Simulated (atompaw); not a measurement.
# What one change does to a pseudopotential (Hf (Z = 72), PAW (atompaw))

hafnium, PAW, made with atompaw 4.2.0.5 (LDA (PW92), scalar-relativistic). Core [Kr] 4d10 4f14 5s2, reference 5p6 5d2 6s1 6p0 (charge +1). Waves: 6s (bound): rc 3.00 bohr; 6s channel at 2.1 Ry: rc 3.00 bohr; 5p (bound): rc 1.45 bohr; 6p (bound, empty): rc 2.40 bohr; 5d (bound): rc 3.00 bohr; 5d channel at 2.1 Ry: rc 3.00 bohr. Local part: bessel scheme, radius 2.75 bohr. Core correction: smooth core density matched at 2.95 bohr. Augmentation charge: sinc compensation charge, radius 2.80 bohr; PAW radius 3.00 bohr; waves and projectors: custom polynom2 7 10 vanderbiltortho.

Change: waves 6s (bound); 6s channel at 2.1 Ry; 5p (bound); 6p (bound); 5d (bound); 5d channel at 2.1 Ry; augmentation sinc compensation charge, radius 2.80 bohr; PAW radius 3.00 bohr; waves and projectors: bloechl.

Cutoffs: the cutoffs (Ry, on a coarse ladder) from which the occupation-weighted sum of valence levels, in a spherical-Bessel basis at the reference potential, stays within 10 and 1 mRy of its value at 400 Ry; they do not see the model core or the augmentation charge, which bear on the density cutoff.

Q: What does the change do?

A: The potential gets softer (25 Ry and 70 Ry → 21 Ry and 25 Ry); neither file shows a bound ghost.

| quantity | base | changed |
| --- | --- | --- |
| cutoff, loose | 25 Ry | 21 Ry |
| cutoff, tight | 70 Ry | 25 Ry |
| loose cutoff by channel (10 mRy a level) | s 6 Ry, p 21 Ry, d 10 Ry | s 6 Ry, p 15 Ry, d 12 Ry |
| bound ghosts | none | none |
| s: phases at 3.00 bohr within 0.05 rad from the reference energy up to (Ry; the scan ends near 5) | 3.1 | 3.3 |
| p: phases at 3.00 bohr within 0.05 rad from the reference energy up to (Ry; the scan ends near 5) | 4.6 | 4.3 |
| d: phases at 3.00 bohr within 0.05 rad from the reference energy up to (Ry; the scan ends near 5) | 4.9 | to the end of the scan |
| lowest overlap eigenvalue by channel | s 0.81, p 0.43, d 0.91 | s 0.43, p 0.70, d 0.91 |

 The cutoffs see the waves, projectors and local potential, not the compensation charge or the core.
